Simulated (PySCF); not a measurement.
Germanium: a sound run and one with changed settings

Sound run: Ge [Ar] 3d10 4s2 4p2, Ge⁺ [Ar] 3d10 4s2 4p1. Calculation: PySCF 2.14, in jorge-DZP-DKH (8s6p2d1f, 43 functions); the spin-free X2C one-electron Hamiltonian (Gaussian nucleus). The sound run starts from symmetry-adapted Hartree-Fock orbitals and uses a fine grid where one is needed.

Changed run: initial guess atom, at most 5 SCF cycles. This setting is unsound on purpose.

```csv
species,method,sound run (hartree),changed run (hartree),converged
Ge,UHF,-2096.93259,-2096.93259,no
Ge,BP86,-2098.90556,-2098.90556,no
Ge,PBE0,-2098.33581,-2098.33581,no
Ge⁺,UHF,-2096.66301,-2096.66301,no
Ge⁺,BP86,-2098.61625,-2098.61625,no
Ge⁺,PBE0,-2098.04876,-2098.04876,no
```

The SCF was stopped early; the energies are upper bounds that still move, and correlated levels were skipped or rest on poor orbitals.
